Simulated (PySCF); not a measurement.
Solvent effects on NMR parameters

Numbering as in the mapped SMILES `[CH3:1][Si@@H:2]([C:3]#[N:4])[NH:5][SiH3:6]`. Hydrogens are named by the atom that carries them.

GIAO PBE0/pcSseg-1 in PySCF on one PBE0-D3(BJ)/def2-SVP conformer, non-relativistic, equivalent nuclei averaged. Solvents enter as an IEF-PCM continuum (dichloromethane with ε = 8.9, dimethylsulfoxide with ε = 46.8) around the gas-phase geometry. Shifts are referred to TMS computed in the same medium.

Gas phase, δ in ppm: C3 128.2, C1 -0.6, Si2 -38.3, Si6 -50.6, H(Si6) 4.73, H(Si2) 4.63, H(C1) 0.44, H(N5) -0.12. Dipole moment 4.06 D.

**Question.** How does each δ change in the continuum?

**Answer.** 
```json
{"atoms": "C3", "environment": "nitrile carbon", "Δδ, dichloromethane": "+5.7", "Δδ, dimethylsulfoxide": "+6.6"}
{"atoms": "C1", "environment": "methyl carbon bonded to Si", "Δδ, dichloromethane": "+0.2", "Δδ, dimethylsulfoxide": "+0.2"}
{"atoms": "Si2", "environment": "silicon bonded to 2 C, N, H", "Δδ, dichloromethane": "+1.8", "Δδ, dimethylsulfoxide": "+2.0"}
{"atoms": "Si6", "environment": "silicon bonded to N, 3 H", "Δδ, dichloromethane": "-0.2", "Δδ, dimethylsulfoxide": "-0.3"}
{"atoms": "H(Si6)", "environment": "hydrogen on a silicon bonded to N", "Δδ, dichloromethane": "-0.06", "Δδ, dimethylsulfoxide": "-0.07"}
{"atoms": "H(Si2)", "environment": "hydrogen on a silicon bonded to 2 C, N", "Δδ, dichloromethane": "+0.05", "Δδ, dimethylsulfoxide": "+0.05"}
{"atoms": "H(C1)", "environment": "hydrogen on a methyl carbon bonded to Si", "Δδ, dichloromethane": "+0.14", "Δδ, dimethylsulfoxide": "+0.16"}
{"atoms": "H(N5)", "environment": "hydrogen on a nitrogen bonded to 2 Si", "Δδ, dichloromethane": "+0.68", "Δδ, dimethylsulfoxide": "+0.80"}
```

Changes are relative to the gas phase. The dipole moment becomes 4.99 D in dichloromethane, 5.14 D in dimethylsulfoxide.

**Question.** Which of the listed nuclei move most (in ppm), and what does the model miss? (N and O are left out, as their reference compounds move with the solvent too.)

**Answer.** C3 (nitrile carbon, +6.6 ppm) in dimethylsulfoxide. A continuum only polarises the solute; specific hydrogen bonds, the anisotropy of aromatic solvents and changes of geometry or conformer are outside it.
